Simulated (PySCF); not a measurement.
A small calculation by hand: chemical shift, span and skew from a shielding tensor

cyclotrisilazane (H₉N₃Si₃), SMILES [SiH2]1N[SiH2]N[SiH2]N1. Atoms are numbered in the order given.

```xyz
15

Si    -0.1038    -0.8890     1.5896
N      0.4503    -1.3988     0.0000
Si    -0.1038    -0.8890    -1.5896
N     -0.2858     0.8452    -1.4541
Si     0.2839     1.6597     0.0000
N     -0.2858     0.8452     1.4541
H      0.9531    -1.3681     2.5529
H     -1.4229    -1.4717     2.0381
H      1.2140    -2.0815     0.0000
H      0.9531    -1.3681    -2.5529
H     -1.4229    -1.4717    -2.0381
H     -1.0029     1.3132    -2.0146
H     -0.2723     3.0567     0.0000
H      1.7843     1.6937     0.0000
H     -1.0029     1.3132     2.0146
```
Charge 0, spin multiplicity 1.

The structure is a stationary point at PBE-D3(BJ)/def2-SVP.

GIAO shieldings from PBE/pcSseg-1 (PySCF), non-relativistic, no solvent. The symmetric part of the tensor of Si1 has the principal values 336.9, 343.6, 420.8 ppm. The same nucleus in TMS has σ = 335.4 ppm at this level (PySCF, at its B3LYP-D3(BJ)/def2-TZVP geometry).

Question: Work out the isotropic shielding, the ²⁹Si shift against TMS, the span and the skew.

Answer: 
σ(iso) = (σ11 + σ22 + σ33)/3 = 367.1 ppm. δ = σ(ref) − σ(iso) = 335.4 − (367.1) = -31.7 ppm.
Span Ω = σ33 − σ11 = 83.9 ppm. Skew κ = 3(σ(iso) − σ22)/Ω = 0.84. Tumbling in solution averages the tensor to δ; in a static solid the shielding alone would spread this spin-1/2 line over Ω.
